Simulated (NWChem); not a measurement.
**Correlation energy of H4PSi**

```xyz
6

Si    -0.4147     1.0749     0.0000
P      0.4277    -1.0369     0.0000
H      0.0984     1.7872     1.2153
H      0.0984     1.7872    -1.2153
H     -0.4033    -1.5346     1.0502
H     -0.4033    -1.5346    -1.0502
```
Charge 0, spin multiplicity 2.

Program: NWChem. The geometry was optimised at UB3LYP/def2-SVP, a minimum by its harmonic frequencies. It is one conformer; others weren't searched.

Basis set: cc-pVDZ. Each correlation energy counts from its own Hartree-Fock reference.

```csv
method,correlation energy (mHa)
URI-MP2,-211.5
CCSD on ROHF,-257.3
CCSD[T] on UHF,-262.9
SCS-UMP2,-220.2
CCSD[T] on ROHF,-265.0
UMP2,-211.6
CCSD on UHF,-255.4
CCSD(T) on ROHF,-264.8
CCSD(T) on UHF,-262.7
```

The values span 53.5 mHa, from CCSD[T] on ROHF (lowest) to URI-MP2 (highest). 

The correlated methods keep 10 core orbitals frozen. The structure started from a generated list of species. The unpaired electrons of the parent sit in orbitals of symmetry a' (Cs labels of the run); other states weren't searched. No SCF solution was tested for a lower state. Open-shell Hartree-Fock references start from PBE0 orbitals. Coupled-cluster values serve here as a point of comparison, not as the truth.
